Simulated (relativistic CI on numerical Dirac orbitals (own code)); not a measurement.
Calculated at this level of theory: Dirac-Coulomb-Breit CI, KLI orbitals optimised for each configuration, model QED, unscaled Slater integrals (own radial code, finite nucleus).

The strongest absorption lines from the ground level of an ion, among the configurations computed and to levels below about 10100 eV (vacuum wavelength in nm, gf): 0.12356 (0.24), 0.15910 (0.23), 0.15932 (0.35), 0.15995 (0.15), 0.16177 (1.1), 0.16408 (0.44), 1.3034 (0.26), 1.3057 (0.15).

Task: Which ion is it?
A. Eu60+
B. I48+
C. Ce53+
D. Eu58+

Result: D. Eu58+ has 5 electrons and the ground level 2s2 2p 2P°_1/2; the strongest line goes to 2s2 3d 2D_3/2. The pattern of lines fixes the number of electrons, and along that sequence the line energies rise steadily with the charge (about as its square where n changes within one kind of shell, about linearly where n is kept but much faster in heavy ions where fine structure, which grows about as Z⁴, sets the gap, and irregularly where shells cross), which fixes Z. Configurations outside the model, such as inner-shell arrays, can give stronger lines. At this charge energies of transitions that change n are usually good to better than 1 %, and those within a shell (Δn = 0) to a few per cent.

LS names give the leading component of a level, which can be under half, so a name can repeat, a term be missing and a line seem to break the LS rules.
